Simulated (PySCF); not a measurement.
# V¹¹⁺ (vanadium, charge +11) across methods

[Ne] 3s2, closed-shell 1S. Computed with PySCF 2.14 in an uncontracted even-tempered set (19 s from 0.69 bohr⁻², ratio 2.5; 11 p from 0.9 bohr⁻², ratio 2.5; 5 d from 3.8 bohr⁻², ratio 2.7; 4 f from 5.8 bohr⁻², ratio 2.7), with scalar relativity by spin-free X2C-1e.

```json
{"method": "PBE", "E (hartree)": "-900.973", "mean ε 2s (eV)": "-879.42", "mean ε 2p (eV)": "-782.34", "mean ε 3s (eV)": "-295.99", "Σ⟨r²⟩ (bohr²)": "2.262", "⟨S²⟩": "0.000"}
{"method": "PBE0", "E (hartree)": "-901.016", "mean ε 2s (eV)": "-893.68", "mean ε 2p (eV)": "-793.19", "mean ε 3s (eV)": "-298.73", "Σ⟨r²⟩ (bohr²)": "2.263", "⟨S²⟩": "0.000"}
{"method": "r2SCANh", "E (hartree)": "-901.147", "mean ε 2s (eV)": "-891.96", "mean ε 2p (eV)": "-790.94", "mean ε 3s (eV)": "-297.40", "Σ⟨r²⟩ (bohr²)": "2.267", "⟨S²⟩": "0.000"}
{"method": "r2SCAN", "E (hartree)": "-901.145", "mean ε 2s (eV)": "-887.10", "mean ε 2p (eV)": "-787.11", "mean ε 3s (eV)": "-296.34", "Σ⟨r²⟩ (bohr²)": "2.267", "⟨S²⟩": "0.000"}
{"method": "LDA", "E (hartree)": "-898.945", "mean ε 2s (eV)": "-877.50", "mean ε 2p (eV)": "-781.86", "mean ε 3s (eV)": "-296.03", "Σ⟨r²⟩ (bohr²)": "2.263", "⟨S²⟩": "0.000"}
{"method": "UHF", "E (hartree)": "-900.67510", "mean ε 2s (eV)": "-934.91", "mean ε 2p (eV)": "-824.19", "mean ε 3s (eV)": "-305.73", "Σ⟨r²⟩ (bohr²)": "2.270", "⟨S²⟩": "0.000"}
```

Question: Estimate the same row for PW91.

Answer: E (hartree) = -901.199; mean ε 2s (eV) = -879.68; mean ε 2p (eV) = -782.79; mean ε 3s (eV) = -296.22; Σ⟨r²⟩ (bohr²) = 2.262; ⟨S²⟩ = 0.000.
